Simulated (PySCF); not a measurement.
## Computed spin Hamiltonian

Species: C₇H₇O (doublet state).
Structure used (GFN2-xTB), in Å, numbered top down from 1:
```xyz
15
C7H7O angstrom
C      2.5598    0.4212    0.0716
C      2.4342   -0.6771   -0.7389
O      1.1398   -0.9780   -0.9597
C      0.3892   -0.0509   -0.2749
C     -0.9625   -0.0888   -0.3016
C     -2.2238    0.4978    0.1386
C     -2.1943   -0.7195   -0.7655
C      1.2661    0.8416    0.3830
H      3.4793    0.8635    0.3990
H      3.1660   -1.3065   -1.2052
H     -2.5342    1.4471   -0.2800
H     -2.5276    0.3706    1.1703
H     -2.4796   -1.6793   -0.3537
H     -2.4829   -0.6026   -1.8026
H      0.9659    1.6687    0.9920
```

The hyperfine couplings belong to this conformer and change with its torsions.

Identity: `C1=COC([C]2CC2)=C1` [radical].

Computed, not measured: UKS B3LYP, pcH-1 on C H O, non-relativistic, mean-field spin-orbit, GIAO in PySCF. One conformer (not necessarily the lowest) at the GFN2-xTB geometry, without solvent, vibrations or thermal averaging. The geometry wasn't refined by DFT: couplings that depend on bond lengths, twists or pyramidal angles can differ widely from those at the functional's own minimum. No stability test was run, so a lower SCF solution isn't excluded. ⟨S²⟩ is 0.776 where a pure state has 0.75.

| Item | Value |
| --- | --- |
| g1, g2, g3 | 2.00215, 2.00283, 2.00337 |
| g_iso | 2.00278 |
| Form of g | rhombic: the two nearest values differ by 45 % of g3 − g1 |
| ⟨S²⟩ | 0.7756 (exact 0.7500) |
| α and β electrons | 29, 28 |

Isotropic coupling and dipolar principal values T1 to T3, in 10⁻⁴ cm⁻¹; ρ(0) is the spin density at the nucleus (1 × 10⁻⁴ cm⁻¹ = 2.998 MHz):

| atom | isotope | a_iso | T1 | T2 | T3 | Mulliken spin population | ρ(0) (bohr⁻³) |
| --- | --- | --- | --- | --- | --- | --- | --- |
| C1 | 13C | -8.7 | -5.1 | 2.4 | 2.7 | -0.14 | -0.0231 |
| C2 | 13C | 9.8 | -9.8 | -9.3 | 19.0 | 0.33 | 0.0261 |
| O3 | 17O | -1.7 | -6.1 | 2.7 | 3.4 | 0.04 | 0.0086 |
| C4 | 13C | -14.7 | -8.1 | 3.3 | 4.8 | -0.17 | -0.0392 |
| C5 | 13C | 19.3 | -17.2 | -15.8 | 33.0 | 0.57 | 0.0516 |
| C6 | 13C | -6.1 | -0.8 | -0.1 | 0.9 | -0.04 | -0.0163 |
| C7 | 13C | -6.3 | -0.8 | -0.1 | 0.9 | -0.04 | -0.0168 |
| C8 | 13C | 11.6 | -10.2 | -10.2 | 20.4 | 0.38 | 0.0309 |
| H9 | 1H | 1.9 | -0.9 | 0.0 | 0.9 | 0.00 | 0.0013 |
| H10 | 1H | -8.3 | -4.7 | -0.2 | 4.9 | -0.02 | -0.0056 |
| H11 | 1H | 17.9 | -0.9 | -0.8 | 1.7 | 0.02 | 0.0120 |
| H12 | 1H | 17.9 | -0.9 | -0.8 | 1.7 | 0.02 | 0.0120 |
| H13 | 1H | 18.8 | -0.9 | -0.8 | 1.7 | 0.03 | 0.0126 |
| H14 | 1H | 18.8 | -0.9 | -0.8 | 1.7 | 0.03 | 0.0126 |
| H15 | 1H | -8.6 | -4.5 | -0.4 | 4.9 | -0.02 | -0.0058 |

The largest Mulliken spin populations are on C5 (+0.57), C8 (+0.38), C2 (+0.33) and C4 (-0.17). Three atoms exceed +0.15. The positive populations add up to 1.43 and the negative ones to -0.43, together 2S = 1. The angles at C5 add up to 360.0°, so it is planar.

The SMILES `c1coc([C]2CC2)c1` draws the unpaired electron on C5, whose computed spin population is only +0.57.

Axes: g2 points within 8° of the C5–C7 bond and g3 points within 9° of the C8–H15 bond.

Under fast tumbling the dipolar parts average out, and these isotropic splittings remain: 2 × 1H (H13/H14, I = 1/2, 3 lines) with 2.01 mT, 2 × 1H (H11/H12, I = 1/2, 3 lines) with 1.91 mT, 1 × 1H (H15, I = 1/2, 2 lines) with 0.92 mT, 1 × 1H (H10, I = 1/2, 2 lines) with 0.89 mT and 1 × 1H (H9, I = 1/2, 2 lines) with 0.20 mT.

Nuclei that the bonding pattern makes equivalent are averaged, as if the motion that swaps them (rotation, inversion, ring flip) were fast. C6 and C7, with what hangs on them, aren't averaged: C5 is flat or nearly so (angle sum 360°), and its turn about the short C5–C4 bond (1.35 Å) is taken as slow.

The 17O coupling of O3 (-5.2 MHz) shows only in satellite lines or after enrichment, since that isotope makes up about 0.038 % of natural oxygen.

The 13C coupling of C5 (58.0 MHz) shows only in satellite lines or after enrichment, since that isotope makes up about 1.07 % of natural carbon.

Examples of negative spin density at the nucleus (bohr⁻³): C4 (-0.0392), C1 (-0.0231) and C7 (-0.0168).
